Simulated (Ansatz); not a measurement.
Ge₃Se₄. Total charge 0; singlet. Geometry PBE-D4/def2-SVP; atoms count from 1.

Cartesian coordinates in Å:
```
Ge -0.875 -2.079 0.228
Ge -0.674 2.030 0.752
Ge 2.402 0.077 -1.522
Se -1.055 -0.214 2.074
Se -2.336 0.105 0.079
Se 1.359 2.002 -0.564
Se 1.178 -1.921 -1.047
```

Another isomer (singlet) lies 1.07 eV lower at PBE0-D4/def2-TZVP; other spin states weren't run for this one.

Estimate the Mulliken populations from the PBE0/def2-TZVP orbitals of Ansatz.


```json
{"atom": "Ge1", "charge (e)": "0.36"}
{"atom": "Ge2", "charge (e)": "0.36"}
{"atom": "Ge3", "charge (e)": "0.32"}
{"atom": "Se4", "charge (e)": "-0.15"}
{"atom": "Se5", "charge (e)": "-0.15"}
{"atom": "Se6", "charge (e)": "-0.37"}
{"atom": "Se7", "charge (e)": "-0.37"}
```
Mulliken values depend strongly on the basis.

And the Mayer bond orders between heavy atoms (over 0.3)?

Ge1–Se4 0.63 (2.63 Å); Ge1–Se5 0.63 (2.63 Å); Ge1–Se7 1.04 (2.42 Å); Ge2–Se4 0.63 (2.63 Å); Ge2–Se5 0.63 (2.63 Å); Ge2–Se6 1.04 (2.42 Å); Ge3–Se6 1.14 (2.39 Å); Ge3–Se7 1.14 (2.39 Å); Se4–Se5 1.08 (2.39 Å).
